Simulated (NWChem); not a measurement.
System: GeH3OF; SMILES [OH][GeH2][F]

NWChem printed, in part:

```
             Northwest Computational Chemistry Package (NWChem) 7.3.0
             --------------------------------------------------------

 C1  symmetry detected

                             Geometry "geometry" -> ""
                             -------------------------

 Output coordinates in angstroms (scale by  1.889725989 to convert to a.u.)

  No.       Tag          Charge          X              Y              Z
 ---- ---------------- ---------- -------------- -------------- --------------
    1 Ge                  32.0000    -0.33949657    -0.00040725    -0.00226974
    2 O                    8.0000     0.72449095    -1.43092603    -0.06464608
    3 F                    9.0000     0.67755542     1.43705178    -0.01885096
    4 H                    1.0000    -1.14629885    -0.03803448    -1.31468245
    5 H                    1.0000    -1.13844874     0.08272274     1.32465536
    6 H                    1.0000     1.25471154    -1.51771399     0.74948586

 Effective nuclear repulsion energy (a.u.)     218.0697899727

  perdew86 is a nonlocal functional; adding perdew81 local functional.

                                 NWChem DFT Module
                                 -----------------

 Summary of "ao basis" -> "ao basis" (spherical)
 ------------------------------------------------------------------------------
       Tag                 Description            Shells   Functions and Types
 ---------------- ------------------------------  ------  ---------------------
 Ge                        def2-tzvp                16       48   6s5p4d1f
 O                         def2-tzvp                11       31   5s3p2d1f
 F                         def2-tzvp                11       31   5s3p2d1f
 H                         def2-tzvp                 4        6   3s1p

            General Information
            -------------------
          SCF calculation type: DFT
          Wavefunction type:  closed shell.
          No. of atoms     :     6
          No. of electrons :    52
           Alpha electrons :    26
            Beta electrons :    26
          Charge           :     0
          Spin multiplicity:     1
          Use of symmetry is: off; symmetry adaption is: off
          Maximum number of iterations: 150
          AO basis - number of functions:   128
                     number of shells:    50
          Convergence on energy requested:  1.00D-06
          Convergence on density requested:  1.00D-05
          Convergence on gradient requested:  5.00D-04

              XC Information
              --------------
                    Becke 1988 Exchange Functional  1.000
                Perdew 1981 Correlation Functional  1.000 local
                Perdew 1986 Correlation Functional  1.000 non-local

             Grid Information
             ----------------
          Grid used for XC integration:  medium
          Radial quadrature: Mura-Knowles
          Angular quadrature: Lebedev.
          Tag              B.-S. Rad. Rad. Pts. Rad. Cut. Ang. Pts.
          ---              ---------- --------- --------- ---------
          Ge                  1.25      112           8.0       590
          O                   0.60       49           9.0       434
          F                   0.50       49          10.0       434
          H                   0.35       45          10.0       434
          Grid pruning is: on
          Number of quadrature shells:   345
          Spatial weights used:  Erf1

      Superposition of Atomic Density Guess
      -------------------------------------

 Sum of atomic energies:       -2251.00787557

      Non-variational initial energy
      ------------------------------

 Total energy =   -2251.440336
 1-e energy   =   -3573.561729
 2-e energy   =    1104.051603
 HOMO         =      -0.393274
 LUMO         =       0.027317

     ---------------------------------------------
      Total Density - Mulliken Population Analysis
     ---------------------------------------------

    Atom       Charge   Shell Charges
 -----------   ------   -------------------------------------------------------
    1 Ge  32    30.90   2.00  2.00  1.16  0.80  0.75  0.54  5.98  4.41  1.58  0.93  0.50  8.91  1.10  0.08  0.10  0.06
    2 O    8     8.91   0.79  1.18  0.60  0.96  0.26  2.01  2.19  0.91  0.00  0.01  0.00
    3 F    9     9.62   0.77  1.20  0.61  1.02  0.32  2.38  2.36  0.94  0.00  0.00  0.00
    4 H    1     1.01   0.21  0.53  0.26  0.01
    5 H    1     1.02   0.21  0.53  0.27  0.01
    6 H    1     0.55   0.19  0.26  0.06  0.04

   convergence    iter        energy       DeltaE   RMS-Dens  Diis-err
 ---------------- ----- ----------------- --------- --------- ---------
 d= 0,ls=0.0,diis     1  -2254.1475179418 -2.47D+03  1.26D-02  1.60D+00
 d= 0,ls=0.0,diis     2  -2253.7255243971  4.22D-01  8.99D-03  6.03D+00
 d= 0,ls=0.0,diis     3  -2254.2677466337 -5.42D-01  1.18D-03  1.57D-01
 d= 0,ls=0.0,diis     4  -2254.2769217369 -9.18D-03  4.25D-04  1.90D-02
 d= 0,ls=0.0,diis     5  -2254.2775747676 -6.53D-04  2.17D-04  3.19D-03
  Resetting Diis
 d= 0,ls=0.0,diis     6  -2254.2777937708 -2.19D-04  6.98D-05  5.51D-04
 d= 0,ls=0.0,diis     7  -2254.2778360177 -4.22D-05  4.03D-05  2.08D-05
 d= 0,ls=0.0,diis     8  -2254.2778342376  1.78D-06  2.25D-05  5.51D-05
 d= 0,ls=0.0,diis     9  -2254.2778373084 -3.07D-06  5.39D-06  2.08D-06
 d= 0,ls=0.0,diis    10  -2254.2778374903 -1.82D-07  1.29D-06  1.54D-07

         Total DFT energy =    -2254.277837490283
      One electron energy =    -3573.944109340934
           Coulomb energy =     1201.097155880088
    Exchange-Corr. energy =      -99.500674002149
 Nuclear repulsion energy =      218.069789972711

 Numeric. integr. density =       51.999984010346

                       DFT Final Molecular Orbital Analysis
                       ------------------------------------

[...]
```

Level: BP86/def2-TZVP. Geometry: optimised at PBE-D3(BJ)/def2-SVP.

### Question
Write an input that gives this output.

### Answer
One answer among several that fit: the input that was run:
```
start job
memory heap 200 mb stack 900 mb global 1100 mb
geometry units angstroms noautoz
  Ge    -0.293199     0.032086    -0.029964
  O      0.873816    -1.309170    -0.176431
  F      0.605550     1.545474    -0.083491
  H     -1.171018    -0.054860    -1.293549
  H     -1.016078     0.037414     1.342400
  H      1.456559    -1.362665     0.603970
end
basis spherical
  * library def2-tzvp
end
dft
  xc becke88 perdew86
  iterations 150
  mulliken
end
task dft energy
```
